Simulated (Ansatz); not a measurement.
Program: Ansatz. Geometries: PBE0-D4/def2-TZVP. ΔE: electronic, gas phase. CCSD(T)/CBS is the MP2 limit (def2-TZVPP, def2-QZVPP) plus CCSD(T) − MP2 in def2-TZVPP, frozen cores. Functionals use def2-TZVPP. Each species was taken in one conformer, which may not be the lowest.

`N[SiH](F)P` + `PBS` → `PBSP` + `N[SiH2]F`  (cleavage of the P–Si bond)

**Question.** Is it downhill or uphill in electronic energy at CCSD(T)/CBS, and by how much? (Estimate.)

**Answer.** The calculation gave: Uphill: ΔE = +18.3 kJ/mol.

**Question.** What do these levels give: LDA (SPW92), r2SCANh-D4, CAM-B3LYP-D4, BLYP, PBE0, r2SCANh, LC-ωPBE, CCSD(T)/def2-SVP, HF/def2-TZVPP, CCSD/def2-TZVPP, CCSD(T)/def2-TZVPP, MP2/def2-QZVPP? (Estimate.)

**Answer.** The calculation gave: LDA (SPW92) 26.2, r2SCANh-D4 22.8, CAM-B3LYP-D4 19.5, BLYP 15.2, PBE0 22.4, r2SCANh 22.8, LC-ωPBE 25.2, CCSD(T)/def2-SVP 25.2, HF/def2-TZVPP 13.3, CCSD/def2-TZVPP 20.6, CCSD(T)/def2-TZVPP 20.2, MP2/def2-QZVPP 14.2 kJ/mol.

Largest T1 diagnostic among the species: 0.016.

Leaving LDA and LC-ωPBE aside and taking each functional with its dispersion term where it has one, the values, not all of them listed here, spread over 9.9 kJ/mol, from BLYP-D4 to B97M-V. LDA lies +4.3 kJ/mol from PBE without D4. At CCSD(T), def2-SVP lies +6.8 kJ/mol from the extrapolated value and def2-TZVPP +1.8 kJ/mol.
